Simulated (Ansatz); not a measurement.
System: sum formula HBO2Br (charge -1, singlet). It need not be the lowest isomer of its formula. Whether it binds its extra electron was not tested at this geometry. 
Coordinates optimised at B3LYP-D3(BJ)/def2-TZVP (Ansatz, a quantum-chemistry and plane-wave program):
```
B
O 1 1.2587
O 1 1.4071 2 133.39
H 3 0.9648 1 105.00 2 0.00
Br 1 2.1524 2 121.95 3 -180.00
```
Charge -1, spin multiplicity 1.

Basis-set convergence of Hartree-Fock and MP2 correlation energies (hartree) with Ansatz. Valence correlation only, unless marked. No spin-orbit coupling. The frozen core is the preceding noble-gas configuration, with the filled d and f shells of earlier blocks. No relativistic terms. This anion needs diffuse functions, which these sets lack.

```
basis    functions        E(HF)  E(corr, MP2)
-------  ---------  -----------  ------------
cc-pVDZ         74  -2747.55677      -0.57411
cc-pVTZ        147  -2747.69769      -0.74594
cc-pVQZ        263  -2747.71644      -0.81176
cc-pV5Z        432   (withheld)    (withheld)
```

Q: Complete the blanks.

A: 
- cc-pV5Z, E(HF): -2747.72077
- cc-pV5Z, E(corr, MP2): -0.83962
